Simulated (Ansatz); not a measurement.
Ga2N⁺. The state is a singlet with charge 1. Geometry PBE0-D4/def2-TZVP; atoms count from 1.

```xyz
3

Ga   -1.411   -0.913    0.519
Ga    1.411    0.913   -0.518
N     0.000    0.000   -0.001
```

The restricted singlet is unstable: a solution with broken spin symmetry lies lower. The geometry of the singlet was relaxed on an unsound state (restricted singlet, unstable towards broken spin symmetry). At PBE0-D4/def2-TZVP a triplet of charge 1 lies 0.28 eV below the restricted singlet, each at its own geometry. The structure comes from a short search, and lower isomers may exist.

Question: Estimate the Mulliken populations from the PBE0/def2-TZVP orbitals of Ansatz.

Answer: 
```tsv
atom	charge (e)
Ga1	0.67
Ga2	0.67
N3	-0.34
```
Mulliken values and Mayer orders depend strongly on the basis.

Question: And the Mayer bond orders between bonded heavy atoms (over 0.3)?

Answer: Ga1–N3 1.34 (1.76 Å); Ga2–N3 1.34 (1.76 Å). Values over 0.3 also appear between atoms too far apart for a bond (Ga1–Ga2 0.57 at 3.52 Å); they arise where an orbital or an unpaired electron spreads over both atoms.
